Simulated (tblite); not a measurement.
Species: C7H9GeNO.
Numbering: `[CH:1]#[C:2][C:3]#[C:4][CH2:5][GeH2:6][N:7]([CH3:8])[CH:9]=[O:10]` (hydrogens: H11 on C1; H12, H13 on C5; H14, H15 on Ge6; H16, H17, H18 on C8; H19 on C9)

Computed with GFN2-xTB (tblite), gas phase: L-BFGS steps from a force-field or distance-geometry start until the largest atomic force falls under 0.01 eV/Å.

Step 137: E = -771.9301 eV
```
atom  x, y, z in Å  |  force x, y, z in eV/Å
C1      5.8018    0.0015    1.0877   -0.153  -0.014  -0.064
C2      4.6583   -0.0905    0.7146    0.162   0.051   0.057
C3      3.3699   -0.1781    0.2931   -0.152   0.002  -0.044
C4      2.2273   -0.2481   -0.0982    0.134   0.047   0.079
C5      0.8796   -0.3857   -0.5692   -0.054  -0.052  -0.068
Ge6    -0.5160    0.2660    0.7056    0.000   0.013   0.016
N7     -2.2483    0.0743   -0.0498   -0.054  -0.049  -0.026
C8     -3.2471    1.0877   -0.2865    0.000   0.037   0.027
C9     -2.4882   -1.2174   -0.2392   -0.015   0.018   0.058
O10    -1.6416   -2.0439    0.0547   -0.013  -0.021  -0.027
H11     6.7986    0.0773    1.4045   -0.029  -0.012   0.001
H12     0.7504    0.1515   -1.5154    0.042  -0.007   0.025
H13     0.6689   -1.4444   -0.7396    0.003   0.010  -0.031
H14    -0.5388   -0.3861    2.0537    0.003  -0.040   0.041
H15    -0.5147    1.7722    0.8972    0.056   0.015  -0.017
H16    -2.7542    2.0599   -0.3367   -0.037  -0.066   0.014
H17    -3.9784    1.1049    0.5294    0.038   0.035  -0.080
H18    -3.7713    0.9040   -1.2272    0.022   0.007   0.027
H19    -3.4663   -1.4957   -0.6666    0.047   0.026   0.011
```

Step 138: E = -771.9320 eV
```
atom  x, y, z in Å  |  force x, y, z in eV/Å
C1      5.7925    0.0000    1.0947   -0.088  -0.009  -0.047
C2      4.6503   -0.0891    0.7178    0.091   0.049   0.037
C3      3.3611   -0.1725    0.2940   -0.065  -0.008  -0.030
C4      2.2236   -0.2496   -0.1095    0.084   0.061   0.066
C5      0.8748   -0.3837   -0.5806   -0.030  -0.046  -0.048
Ge6    -0.5118    0.2634    0.7069    0.010  -0.011   0.008
N7     -2.2462    0.0740   -0.0445   -0.038  -0.049  -0.006
C8     -3.2433    1.0865   -0.2876    0.037   0.043  -0.057
C9     -2.4862   -1.2180   -0.2277   -0.020   0.000   0.047
O10    -1.6394   -2.0430    0.0713   -0.018  -0.027  -0.030
H11     6.7909    0.0721    1.4119   -0.077  -0.015  -0.011
H12     0.7409    0.1628   -1.5205    0.056   0.000   0.017
H13     0.6672   -1.4409   -0.7629   -0.013   0.008  -0.017
H14    -0.5228   -0.3885    2.0554   -0.003  -0.037   0.034
H15    -0.5073    1.7686    0.8983    0.055   0.030  -0.016
H16    -2.7514    2.0588   -0.3335   -0.023  -0.050   0.015
H17    -3.9807    1.1029    0.5182   -0.026   0.031   0.003
H18    -3.7586    0.9037   -1.2336    0.019   0.006   0.019
H19    -3.4634   -1.4984   -0.6560    0.049   0.023   0.017
```

Step 139: E = -771.9343 eV
```
atom  x, y, z in Å  |  force x, y, z in eV/Å
C1      5.7766   -0.0068    1.1042   -0.061  -0.001  -0.037
C2      4.6353   -0.0852    0.7229    0.056   0.038   0.017
C3      3.3480   -0.1646    0.2906   -0.080  -0.013  -0.046
C4      2.2158   -0.2421   -0.1288    0.127   0.057   0.094
C5      0.8668   -0.3762   -0.6008    0.005  -0.016  -0.024
Ge6    -0.5057    0.2593    0.7088    0.027  -0.026  -0.008
N7     -2.2423    0.0719   -0.0369    0.000  -0.122   0.021
C8     -3.2332    1.0846   -0.2940   -0.037   0.033  -0.069
C9     -2.4860   -1.2228   -0.2035   -0.017   0.057   0.031
O10    -1.6417   -2.0465    0.1027    0.032  -0.041  -0.008
H11     6.7742    0.0599    1.4264   -0.093  -0.015  -0.015
H12     0.7285    0.1881   -1.5291    0.052  -0.001   0.006
H13     0.6675   -1.4310   -0.8032   -0.041   0.012   0.000
H14    -0.4946   -0.3940    2.0573   -0.014  -0.037   0.023
H15    -0.4945    1.7643    0.9061    0.049   0.024  -0.026
H16    -2.7418    2.0569   -0.3286   -0.014  -0.034   0.029
H17    -3.9888    1.0954    0.4952   -0.010   0.050   0.016
H18    -3.7323    0.9060   -1.2493    0.023   0.003  -0.002
H19    -3.4616   -1.5078   -0.6279   -0.004   0.030   0.001
```

Task: Estimate the geometry and energy of step 140. (The exact step hangs on the optimiser's Hessian estimate; all steps are aligned on step 139, rigid shifts and turns removed.)

Result: E = -771.9357 eV, largest force 0.077 eV/Å
```
atom  x, y, z in Å  |  force x, y, z in eV/Å
C1      5.7695   -0.0096    1.1060   -0.028   0.005  -0.021
C2      4.6281   -0.0811    0.7266   -0.046   0.026  -0.020
C3      3.3408   -0.1592    0.2924    0.045  -0.005  -0.007
C4      2.2120   -0.2371   -0.1326   -0.025   0.027   0.031
C5      0.8633   -0.3750   -0.6094    0.051   0.004   0.020
Ge6    -0.5033    0.2562    0.7100    0.040  -0.045  -0.013
N7     -2.2426    0.0691   -0.0320   -0.008  -0.007   0.033
C8     -3.2312    1.0841   -0.2971    0.000  -0.014  -0.050
C9     -2.4857   -1.2247   -0.1934   -0.015   0.000  -0.001
O10    -1.6398   -2.0466    0.1145    0.017  -0.041  -0.004
H11     6.7655    0.0532    1.4287   -0.033  -0.009   0.004
H12     0.7253    0.1971   -1.5322    0.045   0.009  -0.009
H13     0.6687   -1.4285   -0.8223   -0.043   0.017   0.016
H14    -0.4851   -0.3952    2.0604   -0.016  -0.034   0.006
H15    -0.4795    1.7615    0.9099    0.031   0.017  -0.035
H16    -2.7397    2.0553   -0.3277    0.007  -0.015   0.026
H17    -3.9923    1.0956    0.4850   -0.033   0.046   0.052
H18    -3.7238    0.9062   -1.2546    0.014  -0.007  -0.042
H19    -3.4600   -1.5117   -0.6200   -0.004   0.026   0.012
```

The energy changes by -0.0015 eV. The first-order estimate −F·Δx gives -0.0023 eV and the mean of the old and new forces, exact on a quadratic surface, -0.0015 eV. The step makes an angle of 81° with the force vector and moves no atom by more than 0.019 Å.

What follows is the cost of the whole relaxation. The run took 1.6 s of wall time on one thread, Arm Neoverse V2 (aarch64), no GPU, shared host with 32 logical CPUs at a one-minute load of 5.8.
